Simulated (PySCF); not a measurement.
Species: C7H11P2 (charge -1).
SMILES with atom numbers: `[CH3:1][C:2]([CH3:3])([CH3:4])[c:5]1[p:6][cH:7][cH:8][p-:9]1`

Structure used (GFN2-xTB), in Å, numbered top down from 1:
```xyz
20
C7H11P2 angstrom
C     -1.1624   -0.6531   -1.5523
C     -0.8287    0.0300   -0.2213
C     -1.6021   -0.6614    0.9009
C     -1.2613    1.4987   -0.2949
C      0.6638   -0.0428    0.0206
P      1.3522   -0.8262    1.4146
C      2.9973   -0.4827    0.9573
C      3.1946    0.2071   -0.2068
P      1.7830    0.6723   -1.1139
H     -0.8593   -1.6985   -1.5193
H     -2.2331   -0.6012   -1.7620
H     -0.6160   -0.1656   -2.3579
H     -2.6779   -0.6060    0.7214
H     -1.3052   -1.7065    0.9679
H     -1.3751   -0.1890    1.8549
H     -0.7156    1.9986   -1.0933
H     -2.3335    1.5826   -0.4858
H     -1.0291    2.0015    0.6426
H      3.8188   -0.8124    1.5861
H      4.1845    0.4655   -0.5702
```

Definitions: NICS(0) = −σiso at the ring centroid; NICS(1) = −σiso and NICS(1)zz = −σzz at ±1 Å along the ring normal z. Level: GIAO PBE0/pcSseg-1 (PySCF, non-relativistic, gas phase) on the GFN2-xTB geometry, one conformer.

Ring bond lengths (Å), with Mayer bond orders in brackets: C5–P6 1.741 (1.32), P6–C7 1.742 (1.23), C7–C8 1.367 (1.53), C8–P9 1.741 (1.25), P9–C5 1.747 (1.30).

Task: What do the NICS probes read (ppm)?

Result: 
| ring | type | NICS(0) | NICS(1), two faces | NICS(1)zz, two faces | rms pucker (Å) | centre to ring atoms, mean (Å) |
| --- | --- | --- | --- | --- | --- | --- |
| C5–P6–C7–C8–P9 | 5-membered ring with 2 P; formal bonds all aromatic | -11.0 | -11.1 / -11.1 | -28.1 / -28.1 | 0.00 | 1.41 |

Task: What can be read from them?

Result: 
- C5–P6–C7–C8–P9: mean NICS(1)zz -28.1 ppm, shielded.

Task: And the bond-length index? Use HOMA with the parameters of Krygowski (1993).

Result: 
- C5–P6–C7–C8–P9: HOMA 0.79; the largest term is that of P9–C5, α(R − Ropt)² = 0.28.

Task: At the second NICS(1) probe listed for ring C5–P6–C7–C8–P9, 1 Å off the ring, what do the in-plane components average?

Result: The isotropic value is a third of the trace: (3 × -11.1 − (-28.1))/2 = -2.6 ppm.

Task: How shielded are the nuclei of the rings and their hydrogens (means over atoms taken as equivalent)?

Result: 
| atoms | environment | σ isotropic (ppm) | principal values of the symmetric part, first atom (ppm) |
| --- | --- | --- | --- |
| C5 | substituted aromatic carbon | -21.1 | -161.9, -31.0, 129.7 |
| P6 (×2) | phosphorus bonded to 2 C | 165.7 | -4.4, 129.8, 387.9 |
| C7 (×2) | aromatic CH carbon | 45.2 | -60.2, 58.3, 145.3 |
| H19 (×2) | aromatic hydrogen | 24.04 | 21.8, 24.9, 26.0 |
